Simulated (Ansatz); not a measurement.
Energy profile

The step: CH₅GaO ([CH3][GaH][OH]) → GaHO ([O][GaH]) + CH₄; bonds formed: C2–H4; bonds broken: Ga1–C2, O3–H4 (atoms numbered as in the saddle structure below).

```xyz
8
angstrom
Ga -1.1219 -0.2089 -0.8231
C 0.6675 0.2903 0.4958
O -0.6412 -1.8215 -0.5314
H 0.2078 -0.9163 0.1184
H -1.8631 1.0420 -1.3174
H 0.1199 0.8920 1.2272
H 1.1713 0.9453 -0.2213
H 1.4598 -0.2228 1.0518
```

Electronic energies by CCSD(T) at an estimated basis limit (MP2 extrapolated from triple and quadruple zeta, plus CCSD(T) − MP2 in triple zeta), on PBE0-D4/def2-TZVP structures; CH5GaO, closed shell; no counterpoise correction. Computed with Ansatz 0.2.0 (basis: def2-TZVPP and def2-QZVPP); correlated methods freeze the cores. Filled d shells of the heavier atoms are correlated. The def2 sets are not built for correlating such inner shells, so the correlated values are less sure here. Extrapolation: Hartree–Fock as exp(−7.88 √X), correlation as X^−2.97.

**Question.** Give the profile in kJ/mol, counted from the start structure. (To be estimated.)

**Answer.** By the calculation:
```tsv
point	kJ/mol
start structure	0.0
saddle	294.8
end structure	171.0
separated: GaHO (linked as [O][GaH]; Ga1, O3, H5; singlet) + CH4 (C2, H4, H6, H7, H8; singlet)	178.5
```

No T1 diagnostic of these runs exceeds 0.028. The T1 diagnostic is large here, which may signal multireference character or strong orbital relaxation, so CCSD(T) is less sure.

For scale, one of the runs: CCSD(T)/def2-TZVPP, 180 basis functions, launched by `ansatz run in.yaml --threads 2 --pin off --events-out ev --progress --plain --max-ram 4352MiB`. The run took 65 s on 2 CPU threads of an Arm Neoverse V1 (shared host), with 1.8 GiB of host memory at its peak.
